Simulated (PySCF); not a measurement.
A run for PySCF: R-HF/STO-3G on ClH5OSi (a complex), monomers drawn apart or pushed together.

```python
from pyscf import gto, scf, dft, mp
from pyscf.data.elements import chemcore

mol = gto.M(
    atom='''
    O     0.09649005   -0.38124144    0.07613971
    H     0.78542324   -0.95395377   -0.27665189
    H     0.56608962    0.32634946    0.53390192
    Si   -0.40311549   -0.83912641    4.49227332
    Cl    0.98017954    0.71664568    4.41211522
    H    -0.66575212   -1.08255905    5.92566027
    H     0.19880798   -2.03514941    3.87924003
    H    -1.63336647   -0.41610924    3.80609890
    ''',
    basis='sto-3g',
    charge=0, spin=0, verbose=3, max_memory=1800)
mf = scf.RHF(mol)
mf.conv_tol = 1e-8
mf.max_cycle = 100
mf.kernel()
if not mf.converged:
    mf = mf.newton().run(mf.mo_coeff, mf.mo_occ)
```

It printed:

```
converged SCF energy = -816.938561844359
```

The run converged.

Cost: roughly 0.21 core-seconds.
